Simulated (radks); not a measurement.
The numbers below are computed, except where a source is named.
Task: Lu16+, configuration [Kr] 4d10 4f9. Code: a radial shooting solver on a logarithmic mesh with Libxc functionals. Model: Dirac Kohn-Sham, PBEsol, spin-unpolarised, spherical densities, finite nucleus; open shells fill j = l - 1/2 first; Fermi nuclear charge, rms radius 5.37 fm.

Spin-orbit splittings of the eigenvalues, e(l+1/2) - e(l-1/2), with zeta = 2 splitting/(2l+1) and mean radii in bohr:

shell  occ.  splitting (eV)  zeta (eV)  <r> j=l-1/2  <r> j=l+1/2
2p        6            1117      744.7      0.06741      0.07502
3p        6           238.4      158.9       0.2020       0.2161
3d       10           52.07      20.83       0.1898       0.1941
4p        6           56.50      37.67       0.4771       0.5068
4d       10               ?          ?       0.5198       0.5293
4f        9           2.153     0.6151       0.5568       0.5614

Estimate the 4d splitting.

Result: 10.74 eV (zeta = 4.295 eV).
